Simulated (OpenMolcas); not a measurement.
## CH4F2Si (SMILES C[SiH](F)F): the vertical energy of the triplet above the singlet, rung by rung

The species is CH4F2Si (8 atoms), meant as a singlet with charge 0. As SMILES, `C[SiH](F)F`. The shape is that of a PBE0-D4/def2-TZVP optimisation.

Each level gives the vertical energy of the triplet above the singlet (eV). The values are calculated.

```tsv
level	kind	program	value (eV)	CPU time (all runs)
HF/cc-pVDZ	Hartree–Fock	OpenMolcas	9.83	19 s
SVWN5/cc-pVDZ	LDA	OpenMolcas	8.13	62 s
BLYP/cc-pVDZ	GGA	OpenMolcas	8.24	1.8 min
PBE/cc-pVDZ	GGA	OpenMolcas	8.11	1.7 min
M06-L/cc-pVDZ	meta-GGA	OpenMolcas	8.76	2.3 min
TPSS/cc-pVDZ	meta-GGA	OpenMolcas	8.33	2.4 min
BHLYP/cc-pVDZ	global hybrid	OpenMolcas	9.27	2.1 min
M06-2X/cc-pVDZ	hybrid meta-GGA	OpenMolcas	9.16	2.7 min
```

The values span 8.11 to 9.83 eV. A triplet this far above the singlet is often a Rydberg-like or dissociative state; sets without diffuse functions put Rydberg states too high. CPU times are rough (shared hosts, several kinds of processor and program).
